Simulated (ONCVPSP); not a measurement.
## Li (Z = 3): one change to an ONCV potential, before and after

```
Element                 : Li (Z = 3)
Generator               : ONCVPSP 4.0.1
Type                    : optimised norm-conserving Vanderbilt (ONCV)
Functional              : PBE
Relativity              : non-relativistic
Frozen core             : [He]
Valence charge          : 1
Reference configuration : 2s1
Partial waves           : 2s: rc 3.45 bohr, ncon 4, nbas 9, qcut 2 1/bohr, 3 projectors, debl 3.5 Ha; p scattering state at 0.03 Ha: rc 2.85 bohr, ncon 4, nbas 8, qcut 2.4 1/bohr, 2 projectors, debl 2.9 Ha
Local potential         : polynomial inside 1.85 bohr (lpopt 4, dvloc0 2 Ha)
Core correction         : polynomial model core, fcfact 0.65
```

In the p channel the program set the typed energies aside and used 0.050, 2.950 Ha.

Change: s: rc 2.85, qcut 2.4.

Cutoffs: the cutoffs (Ha) at which the residual kinetic energy of the hardest occupied pseudo-wave falls to 1 and 0.1 mHa per electron; they do not see the model core or the augmentation charge, which bear on the density cutoff. Errors are all-electron minus pseudo energies relative to the spin-unpolarised reference configuration.

Predict the effect on cutoff, ghosts and configuration errors.

The potential gets harder (1.2 Ha and 2.2 Ha → 1.7 Ha and 2.9 Ha); both files keep a bound ghost (p).

```csv
quantity,base,changed
"cutoff, loose",1.2 Ha,1.7 Ha
"cutoff, tight",2.2 Ha,2.9 Ha
bound ghosts,p,p
GHOST(+) flags under 300 eV,"p at 85.7 eV, s at 101.2 eV, p at 195.3 eV, s at 204.5 eV","p at 85.7 eV, p at 195.3 eV, s at 221.0 eV"
"error for 2s0.5, meV [ΔE 2.05 eV]",-8.1,-0.2
"error for 2s0 2p1, meV [ΔE 1.79 eV]",-29,-21
p: phases at 2.89 bohr within 0.05 rad from the reference energy up to (Ha; the scan ends near 5),0.2,0.2
"rms error of d²Exc/dni dnj with the model core, mHa",0.69,0.01
```

Base: The cutoffs count occupied waves only; projector 2 of the p channel, the hardest unoccupied one, needs 43 Ha at the loose tolerance. Changed file: The cutoffs count occupied waves only; projector 2 of the p channel, the hardest unoccupied one, needs 43 Ha at the loose tolerance. A true bound ghost makes a file unfit for plane-wave use even where its test errors are small: the radial tests pick states by their node count and pass the ghost by.
